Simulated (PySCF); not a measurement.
# Correlation energy of Al (aluminium, neutral)

[Ne] 3s2 3p1, 2P determinant. Calculation: PySCF 2.14, in jorge-DZP-DKH; scalar relativity by spin-free X2C-1e. Frozen: [Ne]; 3 electrons correlated.

MP2 pair energies summed by pair of shells (mhartree):

| pair | energy | share (%) |
| --- | --- | --- |
| 3s-3s | -18.75 | 60.0 |
| 3s-3p | -12.50 | 40.0 |

Total MP2 correlation energy: -31.24 mhartree.

Same-spin part -2.14 and opposite-spin part -29.11 mhartree; SCS-MP2 scales them by 1/3 and 6/5 to -35.64 mhartree.

| level | correlation energy (mhartree) |
| --- | --- |
| CCSD | -47.46 |
| (T) | -0.72 |
| CCSD(T) | -48.18 |

Diagnostics: T1 = 0.014, D1 = 0.0326, largest double amplitude 0.104.

Cost of the coupled-cluster step: 0.11 s of wall time on 1 thread of Neoverse-V2 (shared host), for 3 correlated electrons.

Iterations:

```
CC2 = 0
CCSD nocc = (np.int64(2), np.int64(1)), nmo = (19, 19)
frozen orbitals [[0, 1, 2, 3, 4], [0, 1, 2, 3, 4]]
max_cycle = 100
direct = 0
conv_tol = 1e-08
conv_tol_normt = 1e-06
diis_space = 8
diis_start_cycle = 0
Init t2, MP2 energy = -0.0312439946749892
Init E_corr(UCCSD) = -0.0312439946754799
cycle = 1  E_corr(UCCSD) = -0.0412575938315282  dE = -0.0100135992  norm(t1,t2) = 0.0611563
cycle = 2  E_corr(UCCSD) = -0.0448140848202379  dE = -0.00355649099  norm(t1,t2) = 0.0268189
cycle = 3  E_corr(UCCSD) = -0.0474516477472554  dE = -0.00263756293  norm(t1,t2) = 0.0129767
cycle = 4  E_corr(UCCSD) = -0.047438153067266  dE = 1.349468e-05  norm(t1,t2) = 0.00189041
cycle = 5  E_corr(UCCSD) = -0.0474680703882336  dE = -2.9917321e-05  norm(t1,t2) = 0.000268865
cycle = 6  E_corr(UCCSD) = -0.0474571307910667  dE = 1.09395972e-05  norm(t1,t2) = 4.85913e-05
cycle = 7  E_corr(UCCSD) = -0.0474615367141734  dE = -4.40592311e-06  norm(t1,t2) = 1.6151e-05
cycle = 8  E_corr(UCCSD) = -0.0474604679890665  dE = 1.06872511e-06  norm(t1,t2) = 4.68025e-06
cycle = 9  E_corr(UCCSD) = -0.0474605226185029  dE = -5.46294365e-08  norm(t1,t2) = 3.56674e-07
cycle = 10  E_corr(UCCSD) = -0.0474605160305442  dE = 6.58795867e-09  norm(t1,t2) = 8.13453e-08
UCCSD converged
E(UCCSD) = -242.3538769406829  E_corr = -0.04746051603054424
UCCSD(T) correction = -0.000724501572780799
```
